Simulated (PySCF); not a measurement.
**Phosphorus: a sound run and one with changed settings**

Sound run: P⁺ [Ne] 3s2 3p2, P²⁺ [Ne] 3s2 3p1. Computed with PySCF 2.14 in x2c-SVPall, with scalar relativity by spin-free X2C-1e. In the sound run the correlated levels freeze [Ne]. The sound run starts from symmetry-adapted Hartree-Fock orbitals and uses a fine grid where one is needed.

Changed run: all electrons correlated in a basis built for the valence shell.

```json
{"species": "P⁺", "method": "MP2", "sound run (hartree)": "-341.08769", "changed run (hartree)": "-341.09574", "converged": "yes"}
{"species": "P⁺", "method": "CCSD(T)", "sound run (hartree)": "-341.10868", "changed run (hartree)": "-341.11645", "converged": "yes"}
{"species": "P²⁺", "method": "MP2", "sound run (hartree)": "-340.37261", "changed run (hartree)": "-340.38075", "converged": "yes"}
{"species": "P²⁺", "method": "CCSD(T)", "sound run (hartree)": "-340.39270", "changed run (hartree)": "-340.40070", "converged": "yes"}
```

Ionisation energy of P⁺:

| method | sound run (eV) | changed run (eV) |
| --- | --- | --- |
| UHF | 19.176 | 19.176 |
| MP2 | 19.458 | 19.456 |
| SCS-MP2 | 19.381 | 19.377 |
| CCSD | 19.475 | 19.468 |
| CCSD(T) | 19.483 | 19.476 |

A valence basis has no tight correlating functions, so it recovers only part of the core correlation, and not evenly between atom and ion.

For comparison, NIST gives 19.769 eV between the lowest levels.
